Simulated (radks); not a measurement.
Spin polarisation of the 4f9 shell in the terbium ion Tb2+. Start: [Xe] 4f(up 4.5, down 4.5); electrons of 4f are moved from spin down to spin up, other shells keep equal spins. All-electron calculation, scalar-relativistic Kohn-Sham, PBEsol, spin-polarised, spherical densities, point nucleus. Program: a radial shooting solver on a logarithmic mesh with Libxc functionals.

moment (Bohr magnetons)  E - E(0) (eV)  e(4f up) (eV)  e(4f down) (eV)  5p down minus up (eV)
0                                0.000        -16.852          -16.852                  0.000
1                               -0.179        -17.194          -16.479                  0.315
2                               -0.716        -17.506          -16.076                  0.631
3                               -1.610        -17.787          -15.643                  0.948
4                               -2.860        -18.034          -15.179                  1.268
5                               -4.466        -18.247          -14.684                  1.591

At moment 5 the spin-polarisation energy is -4.466 eV and the 4f exchange splitting 3.563 eV, that is 0.713 eV per Bohr magneton; E = -I m^2/4 would give I = 0.715 eV.
